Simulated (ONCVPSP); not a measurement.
# gold (Au): one change to an ONCV potential, before and after

ONCVPSP 4.0.1 input, shortened (lines: element, Z, core and valence counts, functional; n l f; lmax; l rc ep ncon nbas qcut; lloc lpopt rc5 dvloc0; l nproj debl; icmod fcfact rcfact), PBE, scalar-relativistic:

```
  Au 79.00   11    3        4      upf
    1    0    2.00
    2    0    2.00
    2    1    6.00
    3    0    2.00
    3    1    6.00
    3    2   10.00
    4    0    2.00
    4    1    6.00
    4    2   10.00
    4    3   14.00
    5    0    2.00
    5    1    6.00
    5    2    9.00
    6    0    2.00
    2
    0    2.45    0.00    4    7    2.10
    1    1.20    0.00    4    8    7.00
    2    1.55    0.00    4    8    6.90
    4    5    1.15    2.00
    0    2    0.90
    1    2    2.40
    2    2    2.30
    4    0.70    0.00
```

Change: p: rc 1.54.

Cutoffs: the cutoffs (Ha) at which the residual kinetic energy of the hardest occupied pseudo-wave falls to 1 and 0.1 mHa per electron; they do not see the model core or the augmentation charge, which bear on the density cutoff. Errors are all-electron minus pseudo energies relative to the spin-unpolarised reference configuration.

Task: Predict the effect on cutoff, ghosts and configuration errors.

Result: The potential gets softer (116 Ha and 145 Ha → 20 Ha and 24 Ha); both files keep a bound ghost (s); the errors of the 4 common tests hardly move. A larger radius leaves more room for a smooth pseudo-wave, so fewer plane waves are needed.

```tsv
quantity	base	changed
cutoff, loose	116 Ha	20 Ha
cutoff, tight	145 Ha	24 Ha
loose cutoff by channel	s 16 Ha, p 116 Ha, d 20 Ha	s 16 Ha, p 14 Ha, d 20 Ha
bound ghosts	s	s
GHOST(+) flags under 300 eV	none	none
error for 5p6 5d10 6s1, meV [ΔE -1.69 eV]	-8.5	-8.2
error for 5p6 5d10 6s0, meV [ΔE 7.72 eV]	-29	-28
error for 5p6 5d9 6s0, meV [ΔE 28.92 eV]	-34	-33
error for 5p6 5d7 6s0, meV [ΔE 110.51 eV]	-78	-76
s: phases at 2.48 bohr within 0.05 rad from the reference energy up to (Ha; the scan ends near 5)	2.4	2.4
d: phases at 1.58 bohr within 0.05 rad from the reference energy up to (Ha; the scan ends near 5)	to the end of the scan	to the end of the scan
rms error of d²Exc/dni dnj with the model core, mHa	0.35	0.36
```

 A true bound ghost makes a file unfit for plane-wave use even where its test errors are small: the radial tests pick states by their node count and pass the ghost by.
